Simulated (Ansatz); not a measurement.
Abridged output of a molecular run in Ansatz:

```
Functional definition: HF
2088 factors; integrals over basis functions are off by at most 1.5e-3 eV
mean field evaluation 1: about -24929.9302 eV, gradient 6.9e1 eV
mean field evaluation 2: about -24930.3173 eV, gradient 7.0e1 eV
mean field evaluation 4: about -24939.0101 eV, gradient 4.4e0 eV
mean field evaluation 8: about -24939.1030 eV, gradient 3.2e-1 eV
mean field -24939.10332090 eV, -916.4951427118 hartree, gradient 2.8e-6 eV, S^2 0.000000; 0 other end points of the search recorded, 0 dependent functions left out
15 core orbitals not correlated: weight in the atoms' cores, before any rotation towards them, 1.000 or more for the frozen orbitals, at most 0.000 for the correlated occupied ones
reference -24939.10332090 eV, -916.4951427118 hartree; 22, 22 occupied and 314, 314 virtual orbitals, 2088 factors
second order -37.59419890 eV of doubles, -0.00000000 eV of singles
cycle   1  -37.62402295 eV  change   -3.0e-2 eV  update   1.2e-1
cycle   2  -38.41975397 eV  change   -8.0e-1 eV  update   3.3e-2
cycle   3  -38.59599757 eV  change   -1.8e-1 eV  update   1.7e-2
cycle   4  -38.57418145 eV  change    2.2e-2 eV  update   3.5e-3
cycle   5  -38.57306481 eV  change    1.1e-3 eV  update   1.6e-3
cycle   6  -38.57409881 eV  change   -1.0e-3 eV  update   4.7e-4
cycle   7  -38.57378156 eV  change    3.2e-4 eV  update   1.7e-4
cycle   8  -38.57368061 eV  change    1.0e-4 eV  update   4.7e-5
cycle   9  -38.57368441 eV  change   -3.8e-6 eV  update   1.7e-5
perturbative correction -1.40240173 eV, -0.0515373131 hartree
Total energy: -24979.07940704 eV, -917.9642367807 hartree
```

Its atoms:

```xyz
15

N    -0.1443   -2.0240    1.1125
Si    0.6292   -0.5149    1.3654
O     2.0006   -0.4697    0.4803
O    -0.4563    0.6260    0.8911
Si   -0.9023    1.0689   -0.6168
N     0.0257    0.2143   -1.7893
O    -0.5554    2.6449   -0.8849
H    -1.0627   -2.1826    1.4973
H     0.4103   -2.8648    1.1561
H     1.0113   -0.2045    2.7583
H     1.8040   -0.3733   -0.4623
H    -2.3572    0.8179   -0.7263
H    -0.2940   -0.6965   -2.0847
H     0.3553    0.7487   -2.5798
H    -0.4641    3.2097   -0.1170
```

Task: Which basis set was used?
A. def2-TZVPP
B. cc-pV(Q+d)Z
C. def2-TZVPPD
D. def2-QZVPP

Result: A. It gives 351 functions.

Task: Write the keys of the input that set method, charge and spin (a neutral closed shell needs none for the last two).

Result: 
```yaml
correlation: {method: ccsd_t}
```
